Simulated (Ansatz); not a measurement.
Start from `C[As](C)[SiH3]` and change one atom or group to get `C[As](C)C`.

Ansatz, PBE0-D4/def2-TZVP geometries, multiplicity 1. 

Scalar relativity is left out up to krypton.

| property | `C[As](C)[SiH3]` |
| --- | --- |
| LUMO energy (B3LYP/def2-TZVPP) / eV | 0.04 |
| HOMO energy (B3LYP/def2-TZVPP) / eV | -6.46 |
| ideal-gas entropy at 298 K and 1 bar (rigid rotor, harmonic PBE0-D4/def2-TZVP) / J/(mol·K) | 368 |
| size of the dipole moment (B3LYP/def2-TZVPP) / D | 1.05 |
| HOMO–LUMO gap (PBE0/def2-TZVPP) / eV | 6.90 |
| HOMO energy (PBE/def2-TZVPP) / eV | -5.62 |

What does the change do to each property? (Best estimate.)

The calculation gave: 
| property | `C[As](C)C` | shift |
| --- | --- | --- |
| LUMO energy (B3LYP/def2-TZVPP) / eV | 0.87 | 0.83 |
| HOMO energy (B3LYP/def2-TZVPP) / eV | -6.29 | 0.17 |
| ideal-gas entropy at 298 K and 1 bar (rigid rotor, harmonic PBE0-D4/def2-TZVP) / J/(mol·K) | 335 | -33 |
| size of the dipole moment (B3LYP/def2-TZVPP) / D | 0.88 | -0.17 |
| HOMO–LUMO gap (PBE0/def2-TZVPP) / eV | 7.65 | 0.75 |
| HOMO energy (PBE/def2-TZVPP) / eV | -5.39 | 0.23 |

With PBE0 the HOMO rises by 0.19 eV and the LUMO rises by 0.93 eV, so the gap widens by about 0.74 eV. PBE moves the HOMO by 0.23 eV and ωB97M-V by 0.11 eV. Dipoles are sizes alone; their direction can turn.

B3LYP here is the variant with VWN-RPA as its local correlation; programs differ in this.
